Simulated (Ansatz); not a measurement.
The cluster SnPt2⁺ (the lowest doublet isomer of a short search) was relaxed with r2SCAN-D4 (def2-TZVP) in Ansatz in these states: charge +1 doublet, charge +1 quartet. The geometries follow in no particular order.

In the def2 sets Pt, Sn take a core potential; there is no spin–orbit coupling.

A:

```xyz
3

Pt   -0.500   -0.091    1.335
Pt    1.181    0.792   -0.126
Sn   -0.682   -0.701   -1.209
```

B:

```xyz
3

Pt   -0.647    0.424   -1.186
Pt    0.168   -1.400    0.129
Sn    0.479    0.976    1.057
```

Q: Judge from the bond lengths which geometry belongs to which state (an estimate).

A: A is the charge +1 quartet (Pt1–Sn3 2.622 Å, Pt2–Sn3 2.622 Å, Pt1–Pt2 2.396 Å); B is the charge +1 doublet (Pt1–Sn3 2.570 Å, Pt2–Sn3 2.570 Å, Pt1–Pt2 2.392 Å).

At PBE0-D4/def2-TZVP a doublet lies 1.19 eV below the charge +1 quartet. These are the stationary points nearest to one start from a short search; other shapes may lie lower in each state.
